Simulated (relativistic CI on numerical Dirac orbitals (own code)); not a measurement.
# Radial parameters of Ho20+

These numbers are calculated, not measured: Dirac-Coulomb-Breit CI, separate exchange-only KLI orbitals for each configuration, model QED (radiative potential, 1s self-energy scaled to tabulated hydrogen-like ionisation energies), unscaled Slater integrals (own radial code, finite nucleus).

Slater integrals F^k, G^k are unscaled and averaged over j, outside the closed core [Ar] 3d10; ζ comes from projecting the Hamiltonian with its Breit term on Σ l·s of the shell.

- 4s²4p⁶4d¹⁰4f: ζ(4f) = 3773.5 cm⁻¹; <r>(4f) = 0.5455, <r^2>(4f) = 0.3438 (bohr units).
- 4s²4p⁶4d¹⁰5p: ζ(5p) = 75617 cm⁻¹; <r>(5p) = 1.005, <r^2>(5p) = 1.128 (bohr units).
- 4s²4p⁶4d⁹4f²: ζ(4d) = 27748, F^2(4f,4f) = 189290, F^4(4f,4f) = 122660, F^6(4f,4f) = 89464, F^2(4d,4f) = 182500, F^4(4d,4f) = 119150, G^1(4d,4f) = 203710, G^3(4d,4f) = 135020, G^5(4d,4f) = 97611, ζ(4f) = 3734.5 cm⁻¹; <r>(4d) = 0.5415, <r^2>(4d) = 0.3358, <r>(4f) = 0.546, <r^2>(4f) = 0.3444 (bohr units).

Averages of the first 10 configurations, taken without configuration mixing, which lowers the lowest level and can move excited configurations by several eV; other configurations of the list can lie among them:

```tsv
Configuration	Parity	States	Average energy above the lowest level (eV)
4s²4p⁶4d¹⁰4f	odd	14	1.1
4s²4p⁶4d¹⁰5s	even	2	54.6
4s²4p⁶4d¹⁰5p	odd	6	97.1
4s²4p⁶4d⁹4f²	even	910	169.6
4s²4p⁶4d¹⁰5d	even	10	156.9
4s²4p⁵4d¹⁰4f²	odd	546	335.3
4s²4p⁶4d⁹5s²	even	10	282.5
4s²4p⁶4d⁹4f5s	odd	280	222.0
4s²4p⁶4d¹⁰5f	odd	14	220.7
4s²4p⁶4d⁹5s5p	odd	120	322.5
```
